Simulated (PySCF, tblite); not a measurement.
Isomers of C9H14. Calculated harmonic vibrations of the isolated species, GFN2-xTB (tblite), most abundant isotopes, no scaling. The method is semi-empirical: single wavenumbers can be off by several per cent or more. One conformer each.

Electronic energies: PBE0/pcSseg-1 single points on the GFN2-xTB geometries (PySCF, gas phase).

| SMILES | electronic energy, lowest = 0 (kJ/mol) |
| --- | --- |
| C=C/C=C(/C=C)CCC | 59.4 |
| C=CC1=CCCCCC1 | 0.0 |
| C=C(C)C=C1CC(C)C1 | 65.5 |
| C1CC1[C@]12CC[C@H](C1)C2 | 51.9 |

How do GFN2-xTB zero-point energies change the relative energies?

| SMILES | ZPE (kJ/mol) | of it from modes above 1550 cm⁻¹ | electronic (kJ/mol) | with ZPE, lowest = 0 (kJ/mol) | lowest mode (cm⁻¹) | rings |
| --- | --- | --- | --- | --- | --- | --- |
| C=CC1=CCCCCC1 | 537.7 | 271.2 | 0.0 | 0.0 | 79 | 1 |
| C1CC1[C@]12CC[C@H](C1)C2 | 543.4 | 253.9 | 51.9 | 57.6 | 45 | 4 |
| C=C/C=C(/C=C)CCC | 525.1 | 284.6 | 59.4 | 46.8 | 44 | 0 |
| C=C(C)C=C1CC(C)C1 | 528.9 | 273.6 | 65.5 | 56.7 | 34 | 1 |

The zero-point energies span 18.3 kJ/mol, from `C=C/C=C(/C=C)CCC` to `C1CC1[C@]12CC[C@H](C1)C2`. The lowest isomer stays, but the order above it changes.

And how do the electronic energies of GFN2-xTB itself compare?

`C=CC1=CCCCCC1` 30.4; `C1CC1[C@]12CC[C@H](C1)C2` 0.0; `C=C/C=C(/C=C)CCC` 125.6; `C=C(C)C=C1CC(C)C1` 66.2 kJ/mol, lowest = 0. Against the energies above, taken from the same isomer `C=CC1=CCCCCC1`, the largest difference is 82.3 kJ/mol.

What do entropy and thermal enthalpy add at 298.15 K and 1 bar (rigid rotor, harmonic oscillator, one conformer each)?

| SMILES | point group | symmetry number | S (J/(mol K)) | H − H(0) (kJ/mol) | ZPE + H − H(0) − TS (kJ/mol) |
| --- | --- | --- | --- | --- | --- |
| C=CC1=CCCCCC1 | C1 | 1 | 382.6 | 26.02 | 449.7 |
| C1CC1[C@]12CC[C@H](C1)C2 | C1 | 1 | 364.0 | 22.87 | 457.7 |
| C=C/C=C(/C=C)CCC | C1 | 1 | 429.4 | 31.22 | 428.3 |
| C=C(C)C=C1CC(C)C1 | C1 | 1 | 414.7 | 29.24 | 434.5 |
